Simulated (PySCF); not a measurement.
2-methyl-1,3,2-dioxaborolane (C₃H₇BO₂), SMILES CB1OCCO1. Geometry optimised at PBE-D3(BJ)/def2-SVP. One conformer was computed; it need not be the lowest.

Question: Give the equilibrium geometry at PBE-D3(BJ)/def2-SVP (PySCF confirms it by a frequency run) as Cartesian coordinates in Å. (An estimate is asked for; the answer gives what the named calculation found.)

Answer: One answer among several that fit: 
```xyz
13

C      2.2613     0.1512     0.3202
B      0.7116     0.0392     0.1130
O      0.1213    -0.8765    -0.7362
C     -1.2896    -0.6304    -0.7494
C     -1.5190     0.4542     0.3375
O     -0.2056     0.8580     0.7420
H      2.5165     0.6082     1.2956
H      2.7547    -0.8372     0.2387
H      2.6999     0.7957    -0.4716
H     -1.8343    -1.5742    -0.5369
H     -1.5911    -0.2851    -1.7625
H     -2.0782     1.3338    -0.0451
H     -2.0678     0.0607     1.2207
```
